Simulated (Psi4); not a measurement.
Approach curve of the dimer CH2O2 ··· H2Se (SMILES O=CO and [SeH2]). Monomers: optimised at B3LYP-D3(BJ) (def2-TZVP), held rigid. Orientation: a higher rigid-body minimum at GFN2-xTB. Only R, the distance of the centres of mass, is varied, so the lowest point isn't the relaxed dimer.

Geometry at R = 3.59 Å (first 5 atoms: monomer A):
```
8

O      0.7465    -0.5397     0.3172
C     -0.3615    -0.0006    -0.2191
O     -0.6832     1.1485    -0.1276
H      1.2243     0.1674     0.7822
H     -0.9261    -0.7755    -0.7528
Se    -3.1854     1.3773    -1.2752
H     -2.9468     2.6589    -0.5951
H     -4.5285     1.8092    -1.6894
```

Method: SAPT0/jun-cc-pVDZ, frozen core in Psi4.

Components in kcal/mol:

```tsv
R / Å	electrostatics	exchange	induction	dispersion	total
3.02	-39.90	79.27	-11.31	-9.03	19.03
3.15	-27.35	52.56	-7.57	-6.92	10.72
3.38	-14.35	25.12	-3.73	-4.37	2.67
3.59	-8.22	12.66	-1.99	-2.91	-0.46
3.76	-5.38	7.21	-1.22	-2.11	-1.50
4.01	-3.03	3.11	-0.61	-1.35	-1.87
4.28	-1.76	1.24	-0.30	-0.85	-1.67
4.63	-0.99	0.37	-0.13	-0.49	-1.24
5.10	-0.54	0.07	-0.05	-0.25	-0.77
5.82	-0.26	0.01	-0.02	-0.10	-0.38
6.83	-0.12	0.00	-0.01	-0.03	-0.16
8.06	-0.05	0.00	0.00	-0.01	-0.07
```
